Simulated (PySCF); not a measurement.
Vertical excitations of a molecule C₂H₉N₃Si from TDA-LC-ωPBE/def2-SVPD in PySCF, as energy in eV (oscillator strength): 4.43 (0.000), 7.31 (0.048), 7.40 (0.092), 7.57 (0.003), 7.72 (0.007), 7.93 (0.023), 8.10 (0.256), 8.36 (0.098), 8.58 (0.128), 8.63 (0.285). Lowest triplet (TDA): 3.76 eV. Geometry: PBE0-D3(BJ)/def2-SVP. Other conformers were not sampled.

Q: Which molecule gave these data?
A) C/N=C/[SiH](N)N
B) NC/C=N/[SiH2]N
C) C=C[Si](N)(N)N
D) C/C=N/[SiH](N)N

A: D, C/C=N/[SiH](N)N
